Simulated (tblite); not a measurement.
C5H18Si4.
Geometry (GFN2-xTB, Å), atoms numbered from 1 in this order:
```xyz
27
C5H18Si4 angstrom
C     -2.1927    1.5240    0.7160
C     -2.2109    0.0034    0.6308
C     -0.9752   -0.6354   -0.0166
C     -0.8654   -0.2304   -1.4847
C     -1.1553   -2.1540    0.0474
Si     0.6596   -0.1658    0.8942
Si     1.6161    1.9311    0.3531
Si     3.4346    0.8321   -0.6519
Si     2.5568   -1.2542   -0.0113
H     -1.3557    1.8704    1.3193
H     -3.1134    1.8786    1.1754
H     -2.1158    1.9728   -0.2707
H     -3.0995   -0.3046    0.0686
H     -2.3159   -0.3991    1.6422
H     -0.6825    0.8362   -1.5956
H     -1.7820   -0.4745   -2.0232
H     -0.0445   -0.7616   -1.9652
H     -0.3268   -2.6658   -0.4389
H     -1.2054   -2.4963    1.0796
H     -2.0773   -2.4539   -0.4521
H      0.3575   -0.4238    2.3206
H      1.9575    2.7503    1.5246
H      0.8490    2.8736   -0.4749
H      3.5854    1.0465   -2.0981
H      4.7672    1.1717   -0.1366
H      2.3405   -2.2355   -1.0866
H      3.3743   -2.0092    0.9465
```

Computed with GFN2-xTB (tblite): harmonic, unscaled wavenumbers at the GFN2-xTB geometry, gas phase. Errors from tens to a few hundred cm⁻¹ against measured bands are possible. Modes of hydrogen on silicon can be 10 to 20 % off. One conformer, not necessarily the lowest.

Harmonic wavenumbers (cm⁻¹): 39.1, 45.0, 76.4, 99.7, 119.5, 180.8, 209.8, 226.5, 247.9, 264.5, 272.2, 282.7, 294.5, 306.8, 317.6, 373.9, 379.9, 389.2, 392.9, 399.5, 410.2, 432.3, 433.8, 465.4, 484.2, 488.2, 564.4, 602.5, 609.7, 612.9, 652.6, 812.7, 828.1, 835.0, 858.0, 872.5, 960.8, 968.6, 1014.7, 1042.1, 1058.5, 1100.4, 1179.9, 1209.1, 1228.6, 1289.6, 1353.5, 1412.8, 1417.6, 1430.4, 1495.0, 1499.4, 1503.1, 1508.7, 1510.8, 1517.5, 1521.7, 2067.5, 2144.9, 2151.1, 2167.2, 2174.7, 2184.5, 2187.2, 2926.5, 2959.7, 2987.4, 2992.8, 3006.9, 3015.7, 3020.0, 3022.8, 3025.7, 3028.6, 3044.5.

A = 1244, B = 590.6, C = 472.2 MHz; mass 190.049 u (most abundant isotopes); point group C1, symmetry number 1.

Q: What is the zero-point energy?

A: Half the sum of the wavenumbers: 45106 cm⁻¹ = 539.59 kJ/mol.

Q: Give the ideal-gas entropy at 400 K and 1 bar in the rigid-rotor, harmonic-oscillator model (classical rotation).

A: Translation 180.41, rotation 134.23, vibration 290.64: S = 605.3 J/(mol K).

Q: And Cp and H(400 K) − H(0)?

A: Cp = 316.97 J/(mol K), of which vibrations give 283.71 (their classical limit is 75 R = 623.6); H(400 K) − H(0) = 74.42 kJ/mol without the zero-point energy, 61.12 from vibrations.

Q: Which modes carry the vibrational entropy at 400 K?

A: 39.1 cm⁻¹: 24.63; 45.0 cm⁻¹: 23.46; 76.4 cm⁻¹: 19.08; 99.7 cm⁻¹: 16.89; 119.5 cm⁻¹: 15.40; 180.8 cm⁻¹: 12.04 J/(mol K); the other 69 give 179.15 together.

Q: How do the functions run with temperature in this model?

A: 
| T (K) | S (J/(mol K)) | Cp (J/(mol K)) | H − H(0) (kJ/mol) | G − H(0) (kJ/mol) | ln q(vib) |
| --- | --- | --- | --- | --- | --- |
| 100 | 324.9 | 109.0 | 6.66 | -25.84 | 2.78 |
| 200 | 429.0 | 197.2 | 22.17 | -63.62 | 7.19 |
| 300 | 522.0 | 263.2 | 45.33 | -111.26 | 11.91 |
| 500 | 681.0 | 361.9 | 108.43 | -232.06 | 21.09 |
| 800 | 874.1 | 459.8 | 232.85 | -466.44 | 33.51 |
| 1000 | 981.7 | 503.8 | 329.43 | -652.25 | 40.94 |

q(vib) and H(0) count from the zero-point level.

Q: Blend soft modes into free rotors: weight 1/[1 + (100 cm⁻¹/ν̃)⁴] for the oscillator and the rest for a rotor with moment μB/(μ + B), μ = h/(8π²ν), B = 10⁻⁴⁴ kg m². What vibrational entropy results?

A: 270.05 J/(mol K) in place of 290.64, which changes −T·S at 400 K by +8.24 kJ/mol.

Hindered rotation and anharmonicity are outside this model. Other conformers, if any are populated, would add a mixing term that is left out. The structure is chiral; the term R ln 2 for an equal mix with its mirror image is left out.

Time: 3.9 s of wall time. Hardware: Arm Neoverse N1, one thread, on a shared host. This covers the Hessian and the dipole derivatives.
